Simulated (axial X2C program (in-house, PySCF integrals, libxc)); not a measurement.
Low determinants of PdSi⁺ at the PBE0 level, two-component

All values were computed with an in-house all-electron X2C program for linear molecules (integrals from PySCF). Two-component (2c) means X2C with spin–orbit coupling and atomic mean-field two-electron Coulomb and Gaunt terms. Basis: Pd dyall-v2z [10s10p7d2f], Si dyall-v2z [7s7p1d] (cores contracted in-house); Gaussian nuclei, density fitting, unrestricted open shells. Masses: Pd 105.903 u, Si 27.977 u.

Search at 2.142 Å (vertical energies from the lowest determinant):

| ΔE (eV) | state | electrons beyond evenly filled partner blocks | electrons in ±ω = 1/2, 3/2, 5/2, 7/2 |
| --- | --- | --- | --- |
| 0.00 | Ω = 1/2 | ω = 1/2 | 39 16 4 0 |
| 0.93 | Ω = 3/2 | ω = 3/2 | 38 17 4 0 |
| 1.86 | Ω = 5/2 | ω = 5/2 | 40 16 3 0 |
| 2.18 | Ω = 3/2 | ω = 3/2 | 40 15 4 0 |
| 2.36 | Ω = 9/2 | ω = 1/2, ω = 3/2, ω = 5/2 | 39 17 3 0 |
| 2.58 | Ω = 7/2 | 2 × ω = 1/2, ω = 5/2 | 40 16 3 0 |
| 2.58 | Ω = 1/2 | ω = -1/2, ω = -3/2, ω = 5/2 | 39 17 3 0 |

Lowest determinant, Ω = 1/2 (⟨Sz⟩ = 0.50, ⟨Lz⟩ = 0.00 at PBE0): Re = 2.135 Å, ωe = 453.1 cm⁻¹.

The determinant in row 2 of the search, Ω = 3/2 (⟨Sz⟩ = 0.50, ⟨Lz⟩ = 1.00 at PBE0), was followed along the bond at PBE0; measured from the minimum of the lowest determinant it gives:

Te = 0.911 eV (7344 cm⁻¹), Re = 2.200 Å, ωe = 368.8 cm⁻¹.

**Question.** Compare the bond of the determinant in row 2 with that of the lowest one.

**Answer.** At PBE0 its Re is 0.065 Å longer and its force constant, which goes as ωe², is 0.66 times that of the lowest determinant. T0 ≈ Te + Δωe/2 = 7344 + (-42) = 7302 cm⁻¹.

The search compares states at one distance, so a state with another bond length can lie lower; it is not exhaustive and yields mostly the lowest determinant of each block pattern, so other components and higher states of one pattern are missing. These are energies of single determinants, not of spin-adapted states; PBE0 term energies can be off by some tenths of an eV, and the functional has no current term.
